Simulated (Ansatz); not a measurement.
1-ethyl-3-methylimidazolium dicyanamide, `CCn1cc[n+](C)c1.N#C[N-]C#N`. Total charge 0; singlet. Geometry PBE-D4/def2-SVP, basis def2-TZVP, Ansatz.

```
run  HOMO (eV)  LUMO (eV)
  A      -4.68      -2.17
  B      -4.90      -2.00
  C      -8.57       2.42
  D      -5.82      -1.23
  E      -6.88      -0.19
```

In the singlet geometry the species has come apart into loosely held pieces.

Q: The runs used BHLYP, HF, PBE, PBE0, r2SCAN. Estimate which is which.

A: A PBE (0 % exact exchange); B r2SCAN (0 % exact exchange); C HF (100 % exact exchange); D PBE0 (25 % exact exchange); E BHLYP (50 % exact exchange). Exact exchange lowers occupied and raises empty levels; among semilocal functionals meta-GGAs tend to open the gap a little, and such runs are hard to tell apart. The gap grows from 2.50 eV (PBE) to 10.99 eV (HF).
